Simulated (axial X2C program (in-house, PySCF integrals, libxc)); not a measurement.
**Estimating the spin–orbit splitting of the π levels of SrS**

Computed with an axial X2C code built on PySCF integrals. Spin-free means the one-electron spin-free X2C Hamiltonian; two-component (2c) means X2C with spin–orbit coupling and atomic mean-field two-electron Coulomb and Gaunt terms, so the difference of the two also holds small scalar two-electron terms. Basis: Sr dyall-cv3z [13s12p8d5f1g], S dyall-av3z [9s8p3d2f] (cores contracted in-house); Gaussian nuclei, density fitting, unrestricted open shells. Masses: Sr 87.906 u, S 31.972 u.

Hartree–Fock at 2.422 Å, closed shell. Valence p splittings ε(p3/2) − ε(p1/2) of spherical Dirac–Hartree–Fock atoms with fractionally filled p shells: S 3p 0.090 eV.

```
filled π level (eV), spin-free  S p share  Sr p share
                         -6.70       0.79        0.04
```

Question: In first order a p shell splits by 3ζ/2 and a π orbital by ζ. Estimate the splitting of each π level from the shares.

Answer: level -6.70 eV: (2/3) × (0.79 × 0.090) = 0.05 eV.

The two-component Hartree–Fock calculation gives:

| ε(ω = 1/2) (eV) | σ share of it | ε(ω = 3/2) (eV) | splitting (eV) | estimate (eV) |
| --- | --- | --- | --- | --- |
| -6.728 | 0.02 | -6.672 | 0.06 | 0.05 |

The estimate leaves out the mixing of π1/2 with σ1/2 levels, which pushes the ω = 1/2 spinor up or down, the d and f parts of the orbital, small shares of the strongly split outer-core p shell of a metal, the Gaunt term (absent from the atomic values), and the change of the atomic p orbitals with charge; Löwdin shares depend on the basis.
